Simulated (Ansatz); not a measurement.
Born–Oppenheimer molecular dynamics of ClHOZn (4 atoms, charge 0, multiplicity 1). It starts from a relaxed structure.

All numbers below come from Ansatz, RKS PBE0/def2-SVP.

| Quantity | Value |
| --- | --- |
| ensemble | NVE (Milne-controlled integrator) |
| time step | 1 fs |
| steps asked | 500 |
| starting velocities drawn for | 2000 K |
| masses | H 2.014 u |
| seed | 634012 |

Frames 5 fs apart, positions in Å, forces in eV/Å.

Velocities at 370 fs (Å/ps):

```
Zn -0.21 0.38 -1.59
Cl 0.04 0.06 8.42
O 0.39 -1.09 -8.36
H 3.04 -4.77 -30.22
```

```xyz
4
Properties=species:S:1:pos:R:3:forces:R:3 time_fs=370 energy_less_start_eV=0.221 T=1149
Zn 0.099 -0.227 0.066 -0.41 0.83 -1.75
Cl -0.079 0.177 2.114 0.10 -0.22 0.23
O -0.166 0.255 -1.700 0.43 -0.77 0.95
H 0.195 -0.275 -2.430 -0.13 0.16 0.57
4
Properties=species:S:1:pos:R:3:forces:R:3 time_fs=375 energy_less_start_eV=0.282 T=910
Zn 0.097 -0.224 0.055 -0.44 0.92 -1.43
Cl -0.078 0.176 2.155 0.15 -0.32 -0.54
O -0.158 0.241 -1.738 0.46 -0.80 1.05
H 0.185 -0.264 -2.502 -0.16 0.20 0.91
4
Properties=species:S:1:pos:R:3:forces:R:3 time_fs=380 energy_less_start_eV=0.323 T=748
Zn 0.093 -0.217 0.039 -0.44 0.93 -0.83
Cl -0.076 0.173 2.194 0.18 -0.40 -1.16
O -0.146 0.217 -1.757 -0.33 0.38 2.74
H 0.171 -0.251 -2.506 0.59 -0.91 -0.75
4
Properties=species:S:1:pos:R:3:forces:R:3 time_fs=385 energy_less_start_eV=0.332 T=714
Zn 0.088 -0.207 0.020 -0.35 0.77 0.24
Cl -0.073 0.168 2.224 0.20 -0.44 -1.59
O -0.135 0.195 -1.743 0.61 -0.99 -0.35
H 0.201 -0.308 -2.537 -0.46 0.66 1.70
4
Properties=species:S:1:pos:R:3:forces:R:3 time_fs=390 energy_less_start_eV=0.323 T=749
Zn 0.082 -0.194 0.001 -0.27 0.63 1.45
Cl -0.069 0.160 2.244 0.20 -0.45 -1.87
O -0.119 0.163 -1.725 -0.75 1.10 1.85
H 0.206 -0.331 -2.437 0.83 -1.28 -1.43
4
Properties=species:S:1:pos:R:3:forces:R:3 time_fs=395 energy_less_start_eV=0.336 T=695
Zn 0.075 -0.178 -0.011 -0.13 0.36 3.05
Cl -0.064 0.148 2.252 0.19 -0.43 -1.98
O -0.109 0.139 -1.693 0.47 -0.75 -2.28
H 0.264 -0.439 -2.408 -0.54 0.82 1.21
4
Properties=species:S:1:pos:R:3:forces:R:3 time_fs=400 energy_less_start_eV=0.309 T=803
Zn 0.067 -0.162 -0.013 -0.10 0.30 3.71
Cl -0.057 0.134 2.245 0.17 -0.39 -1.93
O -0.095 0.110 -1.686 -0.47 0.72 -1.06
H 0.290 -0.496 -2.298 0.40 -0.64 -0.71
4
Properties=species:S:1:pos:R:3:forces:R:3 time_fs=405 energy_less_start_eV=0.205 T=1210
Zn 0.059 -0.144 -0.001 -0.15 0.35 3.10
Cl -0.049 0.117 2.226 0.14 -0.31 -1.67
O -0.086 0.087 -1.699 0.24 -0.41 -1.52
H 0.344 -0.600 -2.233 -0.23 0.37 0.10
4
Properties=species:S:1:pos:R:3:forces:R:3 time_fs=410 energy_less_start_eV=0.091 T=1648
Zn 0.050 -0.124 0.021 -0.21 0.41 1.38
Cl -0.040 0.097 2.196 0.10 -0.22 -1.13
O -0.075 0.061 -1.731 0.54 -0.89 -0.45
H 0.383 -0.680 -2.181 -0.43 0.70 0.20
4
Properties=species:S:1:pos:R:3:forces:R:3 time_fs=415 energy_less_start_eV=0.072 T=1719
Zn 0.040 -0.104 0.049 -0.22 0.37 -0.67
Cl -0.031 0.077 2.158 0.05 -0.10 -0.26
O -0.059 0.027 -1.767 -0.46 0.77 1.70
H 0.395 -0.716 -2.122 0.63 -1.04 -0.77
4
Properties=species:S:1:pos:R:3:forces:R:3 time_fs=420 energy_less_start_eV=0.150 T=1422
Zn 0.030 -0.082 0.074 -0.13 0.16 -2.47
Cl -0.021 0.055 2.118 0.01 0.01 0.91
O -0.045 -0.004 -1.782 1.00 -1.63 1.06
H 0.443 -0.812 -2.125 -0.88 1.46 0.50
4
Properties=species:S:1:pos:R:3:forces:R:3 time_fs=425 energy_less_start_eV=0.228 T=1118
Zn 0.019 -0.059 0.090 -0.04 -0.05 -3.86
Cl -0.011 0.034 2.085 -0.03 0.09 2.06
O -0.021 -0.050 -1.778 -0.83 1.47 2.51
H 0.427 -0.802 -2.099 0.89 -1.50 -0.71
```

Of the whole run (500 fs, mean temperature of the second half 1010 K): The conserved energy stayed within 0.42 meV per atom of its start (net change -0.17 meV per atom), so the integration is sound. Over the second half the temperature averaged 0.51 of the 2000 K drawn at the start: a run that starts near a minimum puts about half its kinetic energy into the potential. A run of 0.5 ps of so small a system gives no equilibrium averages.

Run time: 11 min on 2 threads of Arm Neoverse V1, on a shared host, peak memory 0.13 GiB.
